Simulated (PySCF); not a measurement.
Compound: C₆H₁₁NO.
Numbering: `[CH3:1][CH2:2][O:3][C@H:4]1[CH2:5][CH:6]=[N:7][CH2:8]1` (hydrogens: H9, H10, H11 on C1; H12, H13 on C2; H14 on C4; H15, H16 on C5; H17 on C6; H18, H19 on C8)

The closed-shell SCF was solved with PySCF and density fitting under several settings on one GFN2-xTB geometry (grid level 2 and gas phase unless stated).

| settings | basis functions | SCF cycles | E (Eh) | HOMO (eV) | LUMO (eV) | dipole (D) |
| --- | --- | --- | --- | --- | --- | --- |
| PBE0/def2-SVPD, IEF-PCM dimethylsulfoxide, damping 0.2 at the start, DIIS from the seventh cycle | 251 | 15 | -364.5474 | -7.07 | 0.03 | 2.96 |
| PBE0/cc-pVDZ | 167 | 14 | -364.7995 | -6.71 | 0.45 | 1.91 |

Question: Estimate the row for these settings: BLYP/6-311G**, start guess vsap.

Answer: 
```tsv
settings	basis functions	SCF cycles	E (Eh)	HOMO (eV)	LUMO (eV)	dipole (D)
BLYP/6-311G**, start guess vsap	210	16	-365.1376	-5.19	-0.68	1.92
```

Question: Over all rows, what range does the HOMO–LUMO gap span?

Answer: From 4.51 eV (BLYP/6-311G**, start guess vsap) to 7.16 eV (PBE0/cc-pVDZ). The functional of the narrowest has no exact exchange, that of the widest 25 % exact exchange.

Question: And the dipole moment?

Answer: From 1.91 D (PBE0/cc-pVDZ) to 2.96 D (PBE0/def2-SVPD, IEF-PCM dimethylsulfoxide, damping 0.2 at the start, DIIS from the seventh cycle); the largest is 1.55 times the smallest, and the median is 1.92 D.

Whole jobs, the steps after the SCF included, on Arm Neoverse V1, one thread (shared host):

```
                                                                                        settings                                                  work after the SCF  wall time  peak memory
PBE0/def2-SVPD, IEF-PCM dimethylsulfoxide, damping 0.2 at the start, DIIS from the seventh cycle  12 singlets by full TDDFT, 2 Tamm–Dancoff triplets, polarisability       78 s      1.1 GiB
                                                                                    PBE0/cc-pVDZ          3 singlets by TDA, 5 Tamm–Dancoff triplets, polarisability       23 s     0.71 GiB
                                                                 BLYP/6-311G**, start guess vsap     shieldings, ring-centre shieldings, charges and field gradients       58 s     0.76 GiB
```

Cycle counts include a coarse-grid stage where the run had one. All basis functions are spherical, in the Pople sets too. Geometry: GFN2-xTB, one conformer.
